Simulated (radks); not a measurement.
The hafnium ion Hf+ inside a hard spherical wall (all orbitals vanish at R), configuration held at [Xe] 4f14 5d1 6s2 and not refilled when levels cross. All-electron calculation, scalar-relativistic Kohn-Sham, PBE, spin-polarised, spherical densities, finite nucleus; open shells are filled with parallel spins first (spin-orbit coupling, left out, can overturn this in heavy ions); Fermi nuclear charge, rms radius 5.347 fm. Program: a radial shooting solver on a logarithmic mesh with Libxc functionals. Eigenvalues in eV for spin up, with the zero of energy where the potential of the charges vanishes at infinity; a dash marks a level that is unbound or too diffuse for the functional's potential to be trusted. A positive occupied level is held by the wall or, in an anion where self-interaction has pushed it up, behind a barrier. The pressure on the wall is -dE/dV.

| R (bohr) | E (hartree) | kinetic (hartree) | e(5p) | e(4f) | e(6s) | e(5d) | e(6p, empty) | e(7s, empty) | pressure (GPa) |
|---|---|---|---|---|---|---|---|---|---|
| free | -15075.9281 | 16513.024 | -44.952 | -26.166 | -12.065 | -10.976 | -7.043 | - | 0 |
| 20 | -15075.9281 | 16513.024 | -44.952 | -26.166 | -12.065 | -10.976 | -7.043 | - | < 0.0001 |
| 12 | -15075.9281 | 16513.024 | -44.951 | -26.166 | -12.065 | -10.976 | -7.041 | -3.119 | < 0.0001 |
| 10 | -15075.9281 | 16513.025 | -44.946 | -26.160 | -12.061 | -10.971 | -7.020 | -2.590 | 0.00284 |
| 8 | -15075.9264 | 16513.044 | -44.867 | -26.079 | -11.994 | -10.902 | -6.824 | -0.677 | 0.0948 |
| 7 | -15075.9206 | 16513.095 | -44.674 | -25.879 | -11.816 | -10.732 | -6.415 | 1.787 | 0.520 |
| 6 | -15075.8971 | 16513.260 | -44.146 | -25.325 | -11.251 | -10.255 | -5.311 | 6.780 | 2.79 |
| 5 | -15075.8064 | 16513.758 | -42.884 | -23.972 | -9.513 | -9.024 | -2.317 | 17.505 | 15.4 |
| 4 | -15075.4486 | 16515.347 | -40.097 | -20.856 | -3.906 | -5.814 | 6.325 | 42.926 | 98.8 |
| 3 | -15073.7381 | 16522.240 | -32.684 | -12.198 | 17.784 | 4.470 | 35.785 | 114.88 | 956 |
| 2.5 | -15070.5358 | 16534.591 | -22.426 | -0.802 | 51.261 | 19.154 | 76.979 | 204.15 | 3910 |
